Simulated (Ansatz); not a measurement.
Cu3Ag4⁺. Total charge 1; singlet. Geometry r2SCAN-D4/def2-SVP, basis def2-TZVP, Ansatz.

```xyz
7

Ag   -1.936    0.998    1.405
Ag    1.946   -0.960    1.371
Ag   -1.874    1.010   -1.323
Ag    0.642    0.839   -2.368
Cu    1.648   -1.091   -1.119
Cu   -0.484   -0.958    2.001
Cu    0.058    0.162    0.033
```

```csv
run,HOMO (eV),LUMO (eV)
A,-11.45,-4.42
B,-9.23,-7.15
C,-9.19,-6.94
D,-9.84,-6.29
```

In the def2 sets Ag takes a core potential; there is no spin–orbit coupling. LC-ωPBE has ω = 0.4 bohr⁻¹. No other spin state of charge 1 was run. Another isomer (singlet) lies 0.17 eV lower at PBE0-D4/def2-TZVP; other spin states weren't run for this one.

The runs used LC-ωPBE, PBE, PBE0, r2SCAN. Estimate which is which.

A LC-ωPBE (range-separated); B PBE (0 % exact exchange); C r2SCAN (0 % exact exchange); D PBE0 (25 % exact exchange). Exact exchange lowers occupied and raises empty levels; among semilocal functionals meta-GGAs tend to open the gap a little, and such runs are hard to tell apart. The gap grows from 2.08 eV (PBE) to 7.03 eV (LC-ωPBE). The restricted singlet is unstable towards broken spin symmetry in Hartree–Fock (as tested in another run); at LC-ωPBE/def2-TZVP, r2SCAN-D4/def2-TZVP, PBE0-D4/def2-TZVP this wasn't settled.
